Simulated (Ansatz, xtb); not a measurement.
# C6H5O2S+: 4 structures ranked

4 gas-phase structures of C6H5O2S+, from a drawn sample of its isomers (lower ones may exist). Each was relaxed with GFN2-xTB:

A. `O=C(O)c1cccc[s+]1`, a singlet
B. `O=C(O)c1ccc[s+]c1`, a singlet
C. `C#C[c+]1cc1S(C)(=O)=O`, a singlet
D. `O=COc1ccc[s+]c1`, a singlet

Task: Estimate their order in r2SCAN-D4/def2-SVP energy at these geometries, lowest first.

Result: Calculated order at r2SCAN-D4/def2-SVP: B (0.0), A (0.2), D (15.4), C (178.9) kcal/mol. Less than 1 kcal/mol parts B and A, so the order within that pair means little.

Energies above the lowest of each column, in kcal/mol; the last columns are at PBE0-D3(BJ)/def2-SVP geometries and were run for some of them only (a dash: not run or not comparable):

```
structure  GFN2-xTB  HF/STO-3G  r2SCAN-D4/def2-SVP  PBE0-D3(BJ)/def2-SVP  CCSD(T)/def2-SVP + ΔMP2/def2-TZVPP
        B       0.0        0.0                 0.0                   0.0                                 0.0
        A       0.0        0.2                 0.2                   0.6                                 1.2
        D       6.7        5.6                15.4                  15.6                                15.5
        C     132.3      376.7               178.9                     –                                   –
```

Every level run on B puts it lowest or level with the lowest. Flexible structures stand in one conformer each, not always the lowest. Frequencies (GFN2-xTB) were run for A, B, D alone. ΔMP2 is the change of the MP2 energy from the smaller to the larger basis.

Over these structures GFN2-xTB departs from r2SCAN-D4/def2-SVP by 16.4 kcal/mol on average once a common shift is removed. A GFN2-xTB relaxation took about 0.17 s and the r2SCAN-D4/def2-SVP energy about 2.6 s on a shared host (Ansatz 0.2.0, xtb 6.7.1).
